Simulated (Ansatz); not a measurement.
Gas-phase electronic energies from Ansatz, PBE0-D4/def2-TZVP geometries. CBS: MP2 limit from def2 TZ/QZ plus the TZ coupled-cluster correction, frozen cores. This one scheme is used for every species. DFT in def2-TZVPP. Each species was taken in one conformer, which may not be the lowest.

`BN(CC=C)C(C)(C)C` → `BNCC=C` + `C=C(C)C`  (alkene loss)

```tsv
level	ΔE (kcal/mol)	difference from CCSD(T)/CBS
LDA (SPW92)	25.7	9.7
BLYP-D4	9.6	-6.4
BHLYP-D4	13.3	-2.7
ωB97M-V	16.0	0.0
BLYP	-3.0	-19.0
CCSD/def2-SVP	16.9	0.9
MP2/def2-QZVPP	19.0	3.0
SCS-MP2/def2-QZVPP	14.6	-1.4
HF/CBS(def2)	-1.2	-17.2
MP2/CBS(def2)	18.9	2.9
CCSD(T)/CBS	16.0	0
```

Largest T1 diagnostic among the species: 0.012.

The D4 term adds +9.6 kcal/mol with B3LYP and +5.5 kcal/mol with PBE0; it sums over pairs of atoms, weighted by their polarisabilities, and B3LYP, whose exchange is more repulsive, gets the larger term. From BLYP to BHLYP (50 % exact exchange), in def2-TZVPP and without D4, ΔE moves by +9.1 kcal/mol.

CCSD(T)/CBS has its own doubt, a few kJ/mol and more with outer-core shells, so smaller differences from it don't rank the levels.

B3LYP here is the variant with VWN-RPA as its local correlation; programs differ in this.
